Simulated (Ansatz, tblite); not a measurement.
Cost and result up the ladder for GeMe3(OSiMe3) (C₆H₁₈GeOSi) (27 atoms). Total charge 0; singlet. Geometry: PBE0-D4/def2-SVP.

| atom | x (Å) | y (Å) | z (Å) |
| --- | --- | --- | --- |
| Ge1 | 0.647 | -0.179 | 1.515 |
| C2 | -0.232 | -0.111 | 3.246 |
| H3 | -0.726 | 0.863 | 3.383 |
| H4 | 0.496 | -0.254 | 4.059 |
| H5 | -0.995 | -0.899 | 3.315 |
| C6 | 1.460 | -1.918 | 1.177 |
| H7 | 2.212 | -2.150 | 1.947 |
| H8 | 1.955 | -1.934 | 0.195 |
| H9 | 0.693 | -2.706 | 1.192 |
| C10 | 1.941 | 1.262 | 1.294 |
| H11 | 1.438 | 2.238 | 1.356 |
| H12 | 2.442 | 1.191 | 0.318 |
| H13 | 2.710 | 1.216 | 2.081 |
| O14 | -0.663 | 0.061 | 0.327 |
| Si15 | -0.913 | 0.199 | -1.308 |
| C16 | -0.021 | 1.714 | -1.977 |
| C17 | -2.760 | 0.376 | -1.566 |
| C18 | -0.282 | -1.336 | -2.195 |
| H19 | -0.234 | 1.857 | -3.049 |
| H20 | 1.071 | 1.624 | -1.864 |
| H21 | -0.341 | 2.624 | -1.445 |
| H22 | -3.143 | 1.265 | -1.040 |
| H23 | -3.008 | 0.478 | -2.635 |
| H24 | -3.295 | -0.503 | -1.173 |
| H25 | 0.810 | -1.441 | -2.094 |
| H26 | -0.748 | -2.246 | -1.785 |
| H27 | -0.514 | -1.293 | -3.272 |

Ansatz on 4 threads of Arm Neoverse V1 on a shared host; xTB runs through tblite on one thread. Times are rough, summed over both states, and most runs start from the orbitals of an earlier one. B2PLYP/def2-TZVP serves as the yardstick here, not as an exact answer. The other state is a doublet.

The xTB rows come from tblite. Correlated methods freeze 21 core orbitals; core or outer-core shells of Ge are correlated, in sets that lack core-valence functions.

Run but left out: PBE-D4/def2-TZVP (charge +1 doublet: an occupied level 0.09 eV above an empty one).

Correlated methods converge slowly with the basis.

Raw xTB energies of ions are shifted by several eV.

```tsv
level	functions	wall time	vertical IE (eV)	difference from B2PLYP/def2-TZVP (eV)
GFN2-xTB	64	0.038 s	12.59	3.28
GFN1-xTB	82	0.054 s	13.35	4.05
PBE0-D4/def2-TZVP	410	89 s	9.12	-0.19
B2PLYP/def2-TZVP	410	2.1 min	9.30	0.00
```
